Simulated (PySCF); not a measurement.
# What a mistake does to a calculation on AlBHNO

These are calculations, not measurements. They come from PySCF 2.14.0, an open-source quantum chemistry program, on an isolated molecule that a program drew, which may never have been made. The molecule is AlBHNO (charge 0, singlet), drawn as the SMILES string `N=B[O][Al]`.

Each row is a Hartree-Fock (HF) and frozen-core CCSD(T) single point in the cc-pV(D+d)Z basis, meant for a local HF minimum. Run 1 is clean. Each other run has one planted mistake out of seven kinds, and not every kind appears here: one electron removed, one electron added, multiplicity raised by two, geometry at a saddle point, minimal basis STO-3G, one bond length entered in bohr, all coordinates scaled. The reference is restricted for singlets and unrestricted otherwise, and also for a bond in bohr. Adding or removing an electron swaps singlet and doublet. Electrons count all cores. HOMO and LUMO are orbital energies over both spins, the gradient is its largest component, and the lowest frequency (negative if imaginary) is given only where the gradient is small. Bond lengths are over the 4 bonds as drawn. T1 is the CCSD diagnostic: over 0.02 (restricted) or 0.045 (unrestricted) a single reference is doubtful.

Geometry of the clean run:
```xyz
5
AlBHNO, angstrom
N    -0.2970    0.3894   -3.1244
B    -0.2739    1.6227   -3.0851
O    -0.2493    2.9362   -3.0432
Al   -0.2169    4.6516   -2.9886
H    -0.3150   -0.5919   -3.1558
```

```
run  electrons  basis functions  <S^2>  HOMO (eV)  LUMO (eV)  gradient (hartree/bohr)  lowest frequency (cm^-1)  mean bond (Å)  longest bond (Å)      T1  HF (hartree)  CCSD(T) (hartree)                     mistake
  1         34               70  0.000      -9.21       1.24                  2.1e-05                        68         1.3118             1.717  0.0174    -396.61267         -397.10907                    no fault
  2         34               70  2.001      -6.59      -0.69                  9.3e-03                         -         1.3118             1.717  0.0177    -396.52474         -396.98796  multiplicity raised by two
  3         33               70  0.753     -14.44      -7.92                  8.8e-02                         -         1.3118             1.717  0.0236    -396.29923         -396.76548        one electron removed
  4         35               70  0.776       0.37       6.34                  6.8e-02                         -         1.3118             1.717  0.0189    -396.58280         -397.08314                           ?
```

**Which mistake was planted in run 4, and what did it cost?**

It counts 35 electrons, one more than the clean run, at the same geometry and basis. So the mistake is: one electron added. Subtracting run 1 and multiplying by 627.51 kcal/mol a hartree, the energy moved by 18.7 kcal/mol in HF and 16.3 kcal/mol in CCSD(T).

Cautions from the logs. Run 4: the HOMO is above zero, so the electron isn't bound and the energy depends on the basis.
